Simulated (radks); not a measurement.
Excited configurations of neutral platinum: one electron is placed in a higher orbital outside [Xe] 4f14 5d9. The ground configuration is [Xe] 4f14 5d9 6s1. All-electron calculation, scalar-relativistic Kohn-Sham, r2SCAN, spin-polarised, spherical densities, finite nucleus; open shells are filled with parallel spins first (spin-orbit coupling, left out, can overturn this in heavy ions); meta-GGA in the generalised Kohn-Sham scheme; Fermi nuclear charge, rms radius 5.427 fm. Program: a radial shooting solver on a logarithmic mesh with Libxc functionals. Excitation = E - E(ground); binding = E(ion) - E, where the ion is the core of charge +1; n* = 1/sqrt(2 binding) in atomic units, and the quantum defect is n - n*.

| outer orbital | excitation (eV) | binding (eV) | n* | quantum defect | <r> (bohr) |
|---|---|---|---|---|---|
| 6p | 5.435 | 4.075 | 1.827 | 4.173 | 4.538 |
| 6d | 8.004 | 1.506 | 3.005 | 2.995 | 10.72 |
| 7s | 6.873 | 2.638 | 2.271 | 4.729 | 8.119 |
| 7p | 7.753 | 1.758 | 2.782 | 4.218 | 11.40 |
| 7d | 8.593 | 0.917 | 3.852 | 3.148 | 20.51 |

The Delta-SCF ionisation energy is 9.510 eV (NIST Atomic Spectra Database: 8.959 eV, measured). Self-interaction in the functional shifts the binding energies and quantum defects, so they are the method's values and not measured ones. Open shells are spherical and high-spin; term and fine-structure splittings are not resolved. Spin-orbit splitting is averaged out at the scalar-relativistic level.
